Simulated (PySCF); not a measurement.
Levels of I(48+) from EOM-EA-GCCSD

Reference: closed-shell I(49+), [He] 2s2; one electron is added. Calculated with PySCF 2.14, two-component X2C-1e with screened spin-orbit coupling, an even-tempered Gaussian basis (17 s from 6.8 bohr⁻², ratio 2.6; 13 p from 8.9 bohr⁻², ratio 2.6; 7 d from 9.1 bohr⁻², ratio 2.8; 4 f from 180 bohr⁻², ratio 2.8); frozen nothing; the 36 highest virtual spinors dropped; of the others 50 kept and the rest restored at second order. No Breit or QED terms. Binding energies in eV.

```json
{"level": "2p1/2", "Koopmans": "8873.0"}
{"level": "2p3/2", "Koopmans": "8537.0"}
```

**Question.** How does correlation move these levels?

**Answer.** 2p1/2: second order 8872.3, EOM-CCSD 8869.1; 2p3/2: second order 8537.6, EOM-CCSD 8537.3.

For comparison, the ionisation energy of I(48+) is 8867 ± 4 eV (theoretical estimate listed by NIST; NIST Atomic Spectra Database, ionization energies).

Only part of the computed levels is shown.
